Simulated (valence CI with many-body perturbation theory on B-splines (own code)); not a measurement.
Results of a calculation; reference values are marked as such.
# A CI+MBPT run for Sr¹⁶⁺

Level of theory: valence CI with perturbative core correlation (CI+MBPT): four valence electrons over a frozen Dirac-Fock core [Ar], radial functions for each j: 7 s, 7 p, 8 d, 6 f, 4 g, 1 h, with the one-electron correlation potential Σ1 (screened to all orders), the two-electron term Σ2, the three-electron term Σ3, Breit, model QED; selected single and double excitations, second order for the rest, scaled by the run's own slope (own B-spline code, finite nucleus).

Command, and the settings that its task file holds:

```sh
python run_cv.py task.json out
```

```
atom Sr  Z=38  mass_number=88  rms_radius_fm=4.2240
core [Ar]
valence 3d4
avg = 1
basis = M
beyond = 1
breit = 1
cap = 32000
capref = 2200
cscale = 1
de = 0.0
dress = 0
eps = 2e-08
extrap = 1
h = 0.27
hh = 1
l2 = 3
lcore = 6
maxit = 60
n2 = 5
natural = 1
nlev = 190
nno = [4, 4, 5, 4, 3, 1]
nroot = 40
nsp = [3, 3, 3, 2, 1, 0]
pt2 = 1
qed = 1
rpa = 1
s1 = 1
s2 = 1
s3 = 1
screen = 1
tol = 2e-05
whole = 1
```

Task: Roughly how long does this run take on one core of Intel(R) Xeon(R) Processor @ 2.30GHz, and how much memory?

Result: 45 s on 1 thread of Intel(R) Xeon(R) Processor @ 2.30GHz (shared host), peak memory 0.67 GiB.

Log. The first blocks belong to the next ion, which gives the ionisation energy. Fields: 2J, parity (1 odd), roots, reference size, generating configurations, candidates as configurations/state functions, variational space P, stored matrix elements, Davidson steps; e2 is the range of second-order energies in hartree. The first line gives the box (bohr), its intervals, the orbitals and the steps of their self-consistent field. Window is the range of levels sought, series limit the energy at which the first omitted orbital would enter, core excitation an estimate of the first excitation out of the core, left out the lowest levels not solved, and shifts from estimates the range by which levels moved from their first estimate, all in cm⁻¹.

```
rmax 6.7 intervals 61 orbitals 59 references ['3d4', '3d3 4s', '3d3 4p'] scf 5 t 1.2
2J=3 par=0 roots 2 ref 41 generators 4 cand 1130/2972 P 1152/3013 nnz 2.5e+06 it 7
2J=3 par=0 roots 2 ref 41 generators 7 cand 379/970 P 1531/3983 nnz 3.7e+06 it 5
   second order: generators 15 cand 3860/8845 e2 -0.00001 -0.00001
2J=5 par=0 roots 2 ref 45 generators 3 cand 920/3015 P 941/3060 nnz 2.6e+06 it 4
2J=5 par=0 roots 2 ref 45 generators 7 cand 429/1227 P 1370/4287 nnz 4.5e+06 it 4
   second order: generators 14 cand 6265/17578 e2 -0.00001 -0.00001
2J=7 par=0 roots 2 ref 35 generators 2 cand 1009/3147 P 1027/3182 nnz 2.9e+06 it 5
2J=7 par=0 roots 2 ref 35 generators 5 cand 498/1392 P 1525/4574 nnz 5.3e+06 it 5
   second order: generators 9 cand 3970/12252 e2 -0.00002 -0.00001
reference levels 1454, estimated 34, window 313478 1/cm; series limit 3948598, core excitation 898834
2J=0 par=0 roots 5 ref 37 generators 4 cand 836/1445 P 2129/3982 nnz 3.2e+06 it 5
2J=0 par=0 roots 5 ref 37 generators 4 cand 214/363 P 2343/4345 nnz 3.8e+06 it 3
   second order: generators 11 cand 8385/19544 e2 -0.00009 -0.00001
2J=2 par=0 roots 4 ref 93 generators 3 cand 801/3810 P 1281/6393 nnz 9.1e+06 it 5
2J=2 par=0 roots 4 ref 93 generators 3 cand 1001/4499 P 2282/10892 nnz 2.5e+07 it 6
   second order: generators 5 cand 4351/31720 e2 -0.00003 -0.00001
2J=4 par=0 roots 8 ref 133 generators 4 cand 526/3791 P 860/6353 nnz 9.3e+06 it 7
2J=4 par=0 roots 8 ref 133 generators 4 cand 1523/9698 P 2383/16051 nnz 5.4e+07 it 7
   second order: generators 8 cand 5110/44418 e2 -0.00004 -0.00001
2J=6 par=0 roots 6 ref 136 generators 3 cand 446/3776 P 758/6368 nnz 9.8e+06 it 9
2J=6 par=0 roots 6 ref 136 generators 3 cand 1498/10718 P 2256/17086 nnz 6.3e+07 it 8
   second order: generators 7 cand 7486/85578 e2 -0.00004 -0.00001
2J=8 par=0 roots 7 ref 121 generators 4 cand 482/3735 P 792/6287 nnz 9.4e+06 it 8
2J=8 par=0 roots 7 ref 121 generators 4 cand 1487/10415 P 2279/16702 nnz 6e+07 it 8
   second order: generators 6 cand 3585/40650 e2 -0.00003 -0.00001
2J=10 par=0 roots 2 ref 88 generators 2 cand 535/3859 P 915/6354 nnz 9.8e+06 it 4
2J=10 par=0 roots 2 ref 88 generators 2 cand 1067/6698 P 1982/13052 nnz 3.9e+07 it 5
   second order: generators 3 cand 4481/43571 e2 -0.00003 -0.00003
2J=12 par=0 roots 2 ref 56 generators 2 cand 684/3808 P 1195/6335 nnz 9.6e+06 it 5
2J=12 par=0 roots 2 ref 56 generators 2 cand 711/3839 P 1906/10174 nnz 2.4e+07 it 5
   second order: generators 2 cand 283/1782 e2 -0.00001 -0.00001
left out: unestimated 1935882, estimated none, shifts from estimates -174 to 62
operators 2.2
```

The Davidson iterations converged.

No measured spectrum was set against this ion. As an estimate, terms of the open shell hold to 2 to 4 % of their energy, and close levels can change places. Only levels of the ground parity were solved; by the run's estimate the other parity begins above the list, which can be wrong where configurations are misplaced.

```yaml
Valence_energy: -102.0008 hartree
Ionisation_energy: "611.95 eV (NIST: 612 ± 3 eV (theoretical))"
Reference_configurations_for_the_orbitals: 3d4, 3d3 4s, 3d3 4p
Radial_orbitals: 59
Box_radius: 6.742 bohr
Largest_variational_space: 17086
Lowest_levels: 3d⁴ ⁵D_0 0.000, 3d⁴ ⁵D_1 0.494, 3d⁴ ⁵D_2 1.146, 3d⁴ ⁵D_3 1.836, 3d⁴ ⁵D_4 2.518, 3d⁴ ³P_0 [a] 6.828, 3d⁴ ³H_4 7.666, 3d⁴ ³P_1 [a] 8.662, 3d⁴ ³H_5 8.708, 3d⁴ ³G_3 8.963, 3d⁴ ³F_2 [a] 9.242, 3d⁴ ³H_6 9.289, 3d⁴ ³F_4 [a] 9.841, 3d⁴ ³P_2 [a] 10.652 eV
```

Names give the largest LS component (configuration and term), which can be under half, so a name can repeat, a term be missing and a line seem to break the LS rules; names also repeat where a configuration has a term twice. Letters in brackets count levels of one name in rising energy.
